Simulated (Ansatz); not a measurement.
FHSSn (`[F][Sn][SH]`) at its PBE0-D4/def2-TZVP geometry, where that method's forces vanish. The species carries charge 0 and has multiplicity 1. Sn takes the def2 core potential.

```xyz
4

F     0.8699    0.0290    1.4943
Sn    0.7940   -1.2003   -0.0155
S    -0.8242    0.1320   -1.2362
H    -0.8397    1.0393   -0.2425
```

Task: What forces (eV/Å) does r2SCAN-D4/def2-TZVPP give on these atoms in Ansatz? (Best estimate.)

Result: The calculation gave: 
```
F1  -0.006  0.046  0.042
Sn2  0.055 -0.088 -0.007
S3  -0.057  0.047 -0.042
H4   0.008 -0.005  0.008
```
